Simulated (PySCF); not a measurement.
# How methods differ on the ionisation energy of Ir⁶³⁺

Ir⁶³⁺ [Ne] 3s2 3p2 [3p1/2^2, M_J = 0] → Ir⁶⁴⁺ [Ne] 3s2 3p1 [3p1/2^1, M_J = 1/2], as a difference of total energies. Computed with PySCF 2.14 in an uncontracted even-tempered set (17 s from 21 bohr⁻², ratio 2.4; 14 p from 27 bohr⁻², ratio 2.4; 4 d from 90 bohr⁻², ratio 2.6; 4 f from 140 bohr⁻², ratio 2.6), with the two-component X2C-1e Hamiltonian. Correlated levels: 1s2 frozen; the 46 highest virtual spinors dropped. "Screened" scales the spin-orbit matrix elements by Boettger's factors to mimic the two-electron term; Breit and QED terms are absent.

| method | ionisation energy (eV) |
| --- | --- |
| GHF (spin-free) | 6984.2 |
| GMP2 (spin-free) | 6985.1 |
| GHF (screened spin-orbit) | 7281.5 |
| GMP2 (screened spin-orbit) | 7283.3 |

Breit and QED terms and the two-electron picture change are absent.

The spin-free rows relax to the high-spin LS determinant and lack the spin-orbit shift.

The labels give the starting determinants; with spin-orbit coupling the two ends relaxed to ⟨J²⟩ = 0.00, ⟨L²⟩ = 1.36, ⟨S²⟩ = 1.36 and ⟨J²⟩ = 0.75, ⟨L²⟩ = 2.03, ⟨S²⟩ = 0.78.

For comparison: 7274 ± 19 eV (theoretical estimate listed by NIST; NIST Atomic Spectra Database, ionization energies).
